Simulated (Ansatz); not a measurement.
Reactions of C$_{2}$HCl$_{5}$, SMILES `ClC(Cl)C(Cl)(Cl)Cl`.

Gas-phase electronic energies from Ansatz, PBE0-D4/def2-TZVP geometries. CCSD(T)/CBS adds triple-zeta CCSD(T) − MP2 to the extrapolated MP2 energy (def2 sets, frozen cores). This one scheme is used for every species, atoms too. No spin–orbit coupling; open shells (•) take unrestricted orbitals. Spin–orbit coupling would lower the free atoms: a little for C, Cl. One conformer a species, not always the lowest.

Question: Order these by ΔE at CCSD(T)/CBS, lowest first. (Estimate.)
A. `ClC(Cl)C(Cl)(Cl)Cl` → 2 C• + 5 Cl• + H•
B. `ClC(Cl)C(Cl)(Cl)Cl` + H₂ → `ClC(Cl)C(Cl)Cl` + HCl
C. `ClC(Cl)C(Cl)(Cl)Cl` + H–F → `FC(Cl)(Cl)Cl` + `ClCCl`

Answer: B (-1.13 eV), C (+0.47 eV), A (+25.62 eV).

Largest T1 diagnostic: 0.011, for `FC(Cl)(Cl)Cl`.
